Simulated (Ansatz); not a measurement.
Basis sets compared for Cu₃Ag₄⁺. Total charge 1; singlet. Geometry r2SCAN-D4/def2-SVP. Ansatz on 4 threads of Arm Neoverse V1 on a shared host; times are rough, and most runs start from earlier orbitals.

```xyz
7

Ag   -1.955    1.235    1.967
Ag   -0.850   -0.704   -2.514
Ag    1.033    0.791   -1.102
Ag    0.424   -1.646   -0.222
Cu   -1.416    0.260   -0.254
Cu    0.321    0.422    1.400
Cu    2.443   -0.358    0.724
```

In the def2 sets Ag takes a core potential; there is no spin–orbit coupling. No other spin state of charge 1 was run. Another isomer (singlet) lies 0.38 eV lower at PBE0-D4/def2-TZVP; other spin states weren't run for this one.

| level | functions | energy (Eh) | HOMO (eV) | LUMO (eV) | wall time |
| --- | --- | --- | --- | --- | --- |
| PBE-D4/def2-SVP | 217 | -5507.9988 | -9.00 | -7.84 | 8 s |
| PBE0-D4/def2-SVP | 217 | -5507.9113 | -9.51 | -7.00 | 18 s |

Estimate the rows for PBE-D4/def2-TZVP (with forces), PBE0-D4/def2-TZVP.


```json
{"level": "PBE-D4/def2-TZVP (with forces)", "functions": "295", "energy (Eh)": "-5508.8870", "HOMO (eV)": "-9.13", "LUMO (eV)": "-7.93", "wall time": "16 s"}
{"level": "PBE0-D4/def2-TZVP", "functions": "295", "energy (Eh)": "-5508.7691", "HOMO (eV)": "-9.63", "LUMO (eV)": "-7.05", "wall time": "32 s"}
```
